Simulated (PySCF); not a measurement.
How methods differ on the ionisation energy of B²⁺

B²⁺ [He] 2s1 (2S) → B³⁺ 1s2 (1S), as a difference of total energies. Computed with PySCF 2.14 in x2c-SVPall, with scalar relativity by spin-free X2C-1e. The calculations carry no spin-orbit coupling.

```json
{"method": "UHF", "ionisation energy (eV)": "37.320"}
{"method": "B3LYP", "ionisation energy (eV)": "38.019"}
{"method": "LDA", "ionisation energy (eV)": "37.435"}
```

For comparison: 37.931 eV (measured; NIST Atomic Spectra Database, ionization energies).
